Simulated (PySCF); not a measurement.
## Spin-rotation constants: `InChI=1S/C5H8ClNO/c1-5(2-6)3-7-4-8/h4H,1-3H2,(H,7,8)`

Geometry:
| atom | x (Å) | y (Å) | z (Å) |
| --- | --- | --- | --- |
| C1 | -0.944 | 1.350 | 1.068 |
| C2 | -0.850 | 0.378 | 0.174 |
| C3 | -1.954 | -0.603 | -0.054 |
| Cl4 | -1.434 | -2.253 | 0.439 |
| C5 | 0.413 | 0.159 | -0.626 |
| N6 | 1.356 | -0.664 | 0.107 |
| C7 | 2.441 | -0.139 | 0.702 |
| O8 | 2.794 | 1.011 | 0.621 |
| H9 | -0.136 | 2.045 | 1.220 |
| H10 | -1.823 | 1.489 | 1.675 |
| H11 | -2.215 | -0.676 | -1.111 |
| H12 | -2.838 | -0.366 | 0.536 |
| H13 | 0.918 | 1.112 | -0.804 |
| H14 | 0.186 | -0.322 | -1.581 |
| H15 | 1.072 | -1.611 | 0.306 |
| H16 | 3.009 | -0.901 | 1.267 |

Theory: GIAO PBE/pcSseg-1 magnetisability, rotational g tensor and spin-rotation constants, non-relativistic, gas phase in PySCF 2.14.0. Geometry: GFN2-xTB.

**Question.** Give the nuclear spin-rotation constants along the inertial axes (H = +C I·J) beside the isotropic shieldings.

**Answer.** Rotational constants 2.8638, 1.0196, 0.8348 GHz. A star marks the isotopologue with that one atom substituted, in its own axes.
```
atom  isotope  Caa (kHz)  Cbb (kHz)  Ccc (kHz)  mean (kHz)  σ (ppm)
 Cl4     35Cl      0.675      0.107      0.232       0.338    798.2
  N6      14N      0.246      0.122      0.071       0.146    105.6
  H9       1H      0.234     -0.098     -0.089       0.016     25.8
 H10       1H     -0.074     -0.052     -0.042      -0.056     26.0
 H11       1H     -0.226     -0.120      0.035      -0.104     27.3
 H12       1H     -0.102     -0.063     -0.050      -0.071     27.4
 H13       1H      0.012     -0.045     -0.070      -0.035     26.0
 H14       1H     -0.217     -0.102      0.003      -0.106     28.7
 H15       1H     -0.077     -0.009     -0.093      -0.060     25.8
 H16       1H     -0.216      0.032     -0.025      -0.070     23.3
  C1     13C*      1.234      0.267      0.200       0.567     56.1
  C2     13C*      1.503      0.285      0.217       0.668     28.8
  C3     13C*      0.574      0.204      0.192       0.323    122.7
  C5     13C*      0.598      0.192      0.137       0.309    138.7
  C7     13C*      1.054      0.376      0.272       0.567     27.2
  O8     17O*     -1.592     -0.421     -0.153      -0.722    -72.4
```
For the geometry as given, no vibrational averaging.

**Question.** How do the rotational constants and the g tensor change when H9, H10, H11, H12, H13, H14, H15, H16 are replaced by deuterium?

**Answer.** Constants 2.4345, 0.9595, 0.7808 GHz; g -0.0288, -0.0135, -0.0105, against -0.0337, -0.0143, -0.0113 before.
